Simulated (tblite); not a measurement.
Compound: C5H9Cl2 (doublet state).
Numbering: `[CH3:1][C:2]([CH3:3])([CH3:4])[C:5]([Cl:6])[Cl:7]` (hydrogens: H8, H9, H10 on C1; H11, H12, H13 on C3; H14, H15, H16 on C4)

Computed with GFN2-xTB (tblite), gas phase: L-BFGS steps from a force-field or distance-geometry start until the largest atomic force falls under 0.01 eV/Å.

Step 10: E = -662.5489 eV
```
atom  x, y, z in Å  |  force x, y, z in eV/Å
C1      0.1954    1.3248   -0.7339    0.000  -0.044   0.023
C2     -0.0436    0.0359    0.0615    0.007  -0.005  -0.024
C3     -0.3394   -1.1212   -0.9161    0.009   0.053   0.063
C4      1.2215   -0.2897    0.8616    0.010   0.014  -0.012
C5     -1.1829    0.2509    1.0131    0.014  -0.052  -0.018
Cl6    -2.6072    1.0264    0.4729    0.006  -0.031  -0.024
Cl7    -1.4189   -0.8353    2.3150    0.003   0.003  -0.062
H8      0.3255    2.1608   -0.0532    0.029   0.046  -0.017
H9      1.0959    1.2129   -1.3326   -0.037   0.048  -0.024
H10    -0.6396    1.5398   -1.3930   -0.016   0.004  -0.018
H11     0.5046   -1.2508   -1.5910   -0.038   0.010   0.032
H12    -1.2267   -0.9042   -1.5036   -0.034   0.004  -0.010
H13    -0.4961   -2.0484   -0.3713   -0.013  -0.003   0.011
H14     1.3953    0.4774    1.6099    0.049   0.022   0.027
H15     1.1356   -1.2484    1.3624   -0.007  -0.034   0.009
H16     2.0731   -0.3220    0.1869    0.019  -0.033   0.044
```

Step 11: E = -662.5498 eV
```
atom  x, y, z in Å  |  force x, y, z in eV/Å
C1      0.1951    1.3244   -0.7337    0.004  -0.026   0.011
C2     -0.0424    0.0372    0.0626    0.001  -0.019  -0.043
C3     -0.3405   -1.1194   -0.9138    0.014   0.033   0.043
C4      1.2220   -0.2897    0.8620    0.012   0.011  -0.010
C5     -1.1824    0.2527    1.0131    0.032  -0.072   0.007
Cl6    -2.6056    1.0243    0.4688   -0.017  -0.025  -0.021
Cl7    -1.4171   -0.8385    2.3123   -0.007   0.016  -0.068
H8      0.3260    2.1606   -0.0549    0.028   0.072   0.008
H9      1.0932    1.2162   -1.3350   -0.004   0.024  -0.031
H10    -0.6400    1.5386   -1.3917   -0.045   0.010  -0.029
H11     0.5019   -1.2504   -1.5892   -0.009   0.012   0.016
H12    -1.2267   -0.9035   -1.5027   -0.050   0.014  -0.005
H13    -0.4964   -2.0473   -0.3708   -0.022  -0.011   0.029
H14     1.3963    0.4771    1.6098    0.052   0.030   0.042
H15     1.1339   -1.2481    1.3618   -0.009  -0.047   0.026
H16     2.0750   -0.3251    0.1899    0.020  -0.024   0.023
```

Step 12: E = -662.5508 eV
```
atom  x, y, z in Å  |  force x, y, z in eV/Å
C1      0.1946    1.3241   -0.7335    0.005   0.018  -0.010
C2     -0.0409    0.0384    0.0634    0.005  -0.018  -0.039
C3     -0.3417   -1.1172   -0.9108    0.004  -0.006   0.001
C4      1.2228   -0.2898    0.8627    0.016   0.000   0.007
C5     -1.1809    0.2538    1.0131    0.032  -0.066   0.016
Cl6    -2.6040    1.0213    0.4638   -0.031  -0.022  -0.014
Cl7    -1.4152   -0.8420    2.3078   -0.020   0.012  -0.052
H8      0.3270    2.1614   -0.0566    0.021   0.076   0.019
H9      1.0900    1.2203   -1.3384    0.024   0.000  -0.034
H10    -0.6412    1.5373   -1.3906   -0.057   0.013  -0.025
H11     0.4989   -1.2498   -1.5868    0.021   0.011  -0.003
H12    -1.2274   -0.9024   -1.5015   -0.051   0.021   0.012
H13    -0.4971   -2.0461   -0.3695   -0.029  -0.009   0.042
H14     1.3982    0.4772    1.6103    0.049   0.023   0.042
H15     1.1317   -1.2486    1.3617   -0.008  -0.039   0.036
H16     2.0775   -0.3289    0.1935    0.019  -0.013   0.003
```

Problem. Estimate the geometry and energy of step 13. (The exact step hangs on the optimiser's Hessian estimate; all steps are aligned on step 12, rigid shifts and turns removed.)

Solution. E = -662.5517 eV, largest force 0.067 eV/Å
```
atom  x, y, z in Å  |  force x, y, z in eV/Å
C1      0.1942    1.3244   -0.7335    0.004   0.060  -0.030
C2     -0.0390    0.0393    0.0636    0.015  -0.004  -0.019
C3     -0.3431   -1.1154   -0.9080   -0.008  -0.040  -0.039
C4      1.2239   -0.2900    0.8637    0.019  -0.012   0.025
C5     -1.1788    0.2540    1.0133    0.016  -0.037   0.003
Cl6    -2.6028    1.0177    0.4586   -0.032  -0.023  -0.004
Cl7    -1.4137   -0.8454    2.3024   -0.032  -0.006  -0.021
H8      0.3282    2.1634   -0.0580    0.010   0.057   0.012
H9      1.0873    1.2243   -1.3423    0.035  -0.019  -0.028
H10    -0.6435    1.5362   -1.3898   -0.049   0.014  -0.008
H11     0.4963   -1.2490   -1.5846    0.038   0.006  -0.019
H12    -1.2289   -0.9009   -1.4999   -0.038   0.021   0.031
H13    -0.4983   -2.0450   -0.3675   -0.032   0.000   0.045
H14     1.4009    0.4776    1.6114    0.040   0.001   0.027
H15     1.1293   -1.2495    1.3622   -0.003  -0.013   0.037
H16     2.0803   -0.3330    0.1971    0.016  -0.004  -0.010
```

The energy changes by -0.0009 eV. The first-order estimate −F·Δx gives -0.0013 eV and the mean of the old and new forces, exact on a quadratic surface, -0.0009 eV. The step makes an angle of 66° with the force vector and moves no atom by more than 0.007 Å.

What follows is the cost of the whole relaxation. Hardware: Intel Xeon at 2.50 GHz, one thread, no GPU (shared host). Cost: 0.95 s.
